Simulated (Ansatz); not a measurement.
A nudged elastic band was laid between two geometries of C3H7NTe (12 atoms, charge 0, multiplicity 1).

Level of theory: RKS B3LYP-D4/def2-SVP (Ansatz 0.2.0).

```json
{
 "movable images": "7",
 "climbing image": "yes",
 "spring": "5.0 eV/Å²",
 "optimiser": "quadratic models (default)",
 "start path": "through a guess of the saddle point",
 "force threshold": "0.03 eV/Å",
 "iteration limit": "44",
 "end points": "relaxed"
}
```

First end point:

```xyz
12
Properties=species:S:1:pos:R:3
C -0.077 1.187 0.827
C -0.180 -0.147 0.954
N 0.046 -0.873 2.115
Te -0.889 -1.407 -0.643
C -0.027 -0.200 -2.230
H -0.424 1.714 -0.060
H 0.341 1.789 1.642
H 0.554 -1.746 1.997
H 0.383 -0.328 2.905
H 0.989 0.086 -1.929
H 0.004 -0.819 -3.137
H -0.643 0.690 -2.407
```

Last end point:

```xyz
12
Properties=species:S:1:pos:R:3
C -0.621 1.441 1.465
C -0.348 0.280 0.844
N 0.688 -0.588 1.162
Te -1.522 -0.347 -0.847
C 0.206 -0.653 -2.142
H -1.354 2.142 1.068
H -0.091 1.721 2.383
H 0.455 -1.577 1.126
H 1.214 -0.341 1.998
H 1.021 -1.019 -1.504
H -0.058 -1.407 -2.896
H 0.487 0.292 -2.622
```

Q: What changes between the two ends?

A: No bond is made or broken.

Q: What energy profile does the band end with?

A: It converged. The highest image is number 4 of 0 to 8, 0.050 eV above the first end and 0.085 eV above the last; the last end lies 0.035 eV below the first. A vibrational analysis at the climbing image gives one clearly imaginary mode, 344i cm⁻¹, and a faint second one (23i cm⁻¹) that may be numerical noise or a soft torsion: probably a first-order saddle point.

```json
{"image": "0", "path coordinate (Å)": "0.00", "energy (eV)": "0.000"}
{"image": "1", "path coordinate (Å)": "0.59", "energy (eV)": "0.004"}
{"image": "2", "path coordinate (Å)": "1.17", "energy (eV)": "0.011"}
{"image": "3", "path coordinate (Å)": "1.76", "energy (eV)": "0.020"}
{"image": "4", "path coordinate (Å)": "2.34", "energy (eV)": "0.050"}
{"image": "5", "path coordinate (Å)": "2.83", "energy (eV)": "0.010"}
{"image": "6", "path coordinate (Å)": "3.33", "energy (eV)": "-0.012"}
{"image": "7", "path coordinate (Å)": "3.82", "energy (eV)": "-0.029"}
{"image": "8", "path coordinate (Å)": "4.31", "energy (eV)": "-0.035"}
```

Q: What is the geometry of the highest image?

A: 
```xyz
12
Properties=species:S:1:pos:R:3:forces:R:3
C -0.529 1.363 1.084 0.00 0.00 0.00
C -0.330 0.039 0.929 0.00 0.00 -0.01
N 0.463 -0.758 1.715 0.00 0.00 0.01
Te -1.309 -1.009 -0.685 0.00 0.01 0.00
C 0.191 -0.423 -2.154 0.00 -0.01 0.00
H -1.214 1.913 0.440 0.00 0.00 0.00
H -0.007 1.920 1.871 0.00 0.00 0.00
H 0.606 -1.731 1.493 0.00 0.00 0.00
H 0.932 -0.374 2.527 0.01 0.00 0.00
H 1.168 -0.826 -1.861 0.00 0.00 0.00
H -0.115 -0.840 -3.123 0.00 0.00 0.00
H 0.220 0.672 -2.202 0.00 0.00 0.00
```

Run time: 17 min on 2 threads of Arm Neoverse N1, on a shared host, peak memory 0.33 GiB.
